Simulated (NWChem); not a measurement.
Molecule: C₂H₆AuClS; SMILES C[S](C)->[Au][Cl]

Computed with NWChem. All runs use the structure optimised with PBE0/def2-SVP. No frequency run checked for a minimum. def2 effective core potentials on Au; no spin-orbit coupling. Static field.

| level | isotropic polarisability (bohr³) | anisotropy (bohr³) |
|---|---|---|
| PBE/def2-SVPD | 100.8 | 61.8 |
| B3LYP/def2-SVPD | 96.8 | 55.2 |
| BHandHLYP/def2-SVPD | ? | ? |

**Question.** What belongs in the gaps?

**Answer.** 
- BHandHLYP/def2-SVPD, isotropic polarisability (bohr³): 91.4
- BHandHLYP/def2-SVPD, anisotropy (bohr³): 46.3
